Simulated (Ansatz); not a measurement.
Gas-phase electronic energies from Ansatz, PBE0-D4/def2-TZVP geometries. CBS: MP2 limit from def2 TZ/QZ plus the TZ coupled-cluster correction, frozen cores. This one scheme is used for every species. Functionals use def2-TZVPP. B3LYP here is the variant with VWN-RPA as its local correlation; programs differ in this. Open shells (•) are unrestricted, without spin–orbit coupling. For Ge outer-core shells are correlated without core-valence functions, which leaves a few kJ/mol of doubt a bond. Scalar relativity is left out up to krypton. One conformer a species, not always the lowest.

Reaction (homolysis of the Ge–O bond): `[OH][GeH]([OH])[GeH3]` → `[OH][GeH][GeH3]`• + `[OH]`•

```json
{"species": "`[OH][GeH]([OH])[GeH3]`", "B3LYP-D4 energy (Eh)": "-4308.29559"}
{"species": "`[OH][GeH][GeH3]`•", "B3LYP-D4 energy (Eh)": "-4232.36592"}
{"species": "`[OH]`•", "B3LYP-D4 energy (Eh)": "-75.76996"}
```

Work out ΔE.

ΔE = (-4232.36592) + (-75.76996) − (-4308.29559) = 0.15971 Eh = +419.3 kJ/mol. CCSD(T)/CBS gives +454.4 kJ/mol.

Largest T1 diagnostic among the species: 0.014.

From PBE to PBE0 (25 % exact exchange), in def2-TZVPP and without D4, ΔE moves by −6.6 kJ/mol: exact exchange takes away binding that semilocal exchange gives to molecules. The D4 term adds +7.3 kJ/mol with B3LYP and +4.0 kJ/mol with PBE0; it sums over pairs of atoms, weighted by their polarisabilities, and B3LYP, whose exchange is more repulsive, gets the larger term.
